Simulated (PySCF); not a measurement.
**W⁷²⁺: ionisation energy**

W⁷²⁺ 1s2 (1S) → W⁷³⁺ 1s1 (2S), as a difference of total energies. Computed with PySCF 2.14 in an uncontracted even-tempered set (16 s from 220 bohr⁻², ratio 2.2; 7 p from 330 bohr⁻², ratio 2.4; 4 d from 980 bohr⁻², ratio 2.4; 3 f from 1500 bohr⁻², ratio 2.4; 3 g from 2200 bohr⁻², ratio 2.4), with scalar relativity by spin-free X2C-1e. Correlated levels: nothing frozen; virtual orbitals above 40 to 60 times the deepest correlated orbital energy dropped. The calculations carry no spin-orbit coupling.

| method | ionisation energy (eV) |
| --- | --- |
| UHF | 79379.2 |
| MP2 (all electrons) | 79381.2 |
| SCS-MP2 (all electrons) | 79381.6 |
| CCSD (all electrons) | 79381.2 |

For this ion Breit and QED terms and the two-electron picture change, all absent here, outweigh the differences among the correlated methods.

With two correlated electrons CCSD is exact in that space.

For comparison: 79181.94 ± 0.19 eV (theoretical estimate listed by NIST; NIST Atomic Spectra Database, ionization energies).
